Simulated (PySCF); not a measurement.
SMILES C[C](C)(C)[Zn][GeH3], GFN2-xTB optimised geometry.

```
18

Zn     0.15    -0.30     0.00
C     -0.86     1.50     0.04
C     -0.26     2.48    -0.98
C     -2.33     1.30    -0.30
C     -0.76     2.13     1.43
H     -0.79     3.43    -0.95
H     -0.33     2.09    -1.99
H      0.79     2.68    -0.76
H     -2.46     0.88    -1.30
H     -2.82     0.63     0.42
H     -2.86     2.26    -0.27
H     -1.20     1.49     2.19
H      0.28     2.33     1.71
H     -1.29     3.09     1.45
Ge     1.35    -2.47     0.00
H      1.13    -3.43     1.15
H      1.13    -3.43    -1.14
H      2.86    -2.47     0.00
```

Density from PBE0/def2-SVP (PySCF 2.14.0) at that geometry.

Minimum of the electron density along straight lines between bonded atoms, close to the bond critical point (lines longer than 1.1 times the sum of covalent radii, or with two minima, are not listed):

| bond | length / Å | ρ at the minimum / e bohr⁻³ | ∇²ρ there / e bohr⁻⁵ | position (fraction from the first atom) |
|---|---|---|---|---|
| Zn1–C2 | 2.070 | 0.092 | 0.17 | 0.47 |
| C2–C3 | 1.531 | 0.240 | -0.53 | 0.50 |
| C2–C4 | 1.532 | 0.240 | -0.53 | 0.50 |
| C2–C5 | 1.532 | 0.240 | -0.53 | 0.50 |
| C3–H6 | 1.093 | 0.272 | -0.97 | 0.62 |
| C3–H7 | 1.090 | 0.275 | -0.99 | 0.62 |
| C3–H8 | 1.090 | 0.275 | -0.99 | 0.62 |
| C4–H9 | 1.090 | 0.275 | -0.99 | 0.62 |
| C4–H10 | 1.090 | 0.275 | -0.99 | 0.62 |
| C4–H11 | 1.093 | 0.272 | -0.97 | 0.62 |
| C5–H12 | 1.090 | 0.274 | -0.99 | 0.62 |
| C5–H13 | 1.090 | 0.275 | -0.99 | 0.62 |
| C5–H14 | 1.093 | 0.272 | -0.97 | 0.62 |
| Zn1–Ge15 | 2.478 | 0.064 | 0.01 | 0.45 |
| Ge15–H16 | 1.511 | 0.135 | 0.08 | 0.59 |
| Ge15–H17 | 1.511 | 0.135 | 0.08 | 0.59 |
| Ge15–H18 | 1.511 | 0.135 | 0.08 | 0.59 |
